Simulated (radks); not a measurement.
Problem. All-electron calculation, scalar-relativistic Kohn-Sham, PBE, spin-unpolarised, spherical densities, finite nucleus; Fermi nuclear charge, rms radius of each element as measured or else 0.836 A^(1/3) + 0.57 fm. Program: a radial shooting solver on a logarithmic mesh with Libxc functionals. Response by self-consistent Sternheimer equations with the Hartree and adiabatic LDA kernel, the relativistic mass of each level held fixed and spin-orbit coupling left out. For heavy and open-shell atoms this level of theory can miss by tens of per cent. Rank Nb6+, Nb2+, Nb+, Nb4+, Nb3+, Nb, Nb5+ (NIST ground configurations) by static dipole polarisability, largest first.

Solution. Nb 103.0, Nb+ 31.35, Nb2+ 12.25, Nb3+ 6.152, Nb4+ 3.568, Nb5+ 2.273, Nb6+ 1.915 bohr^3.
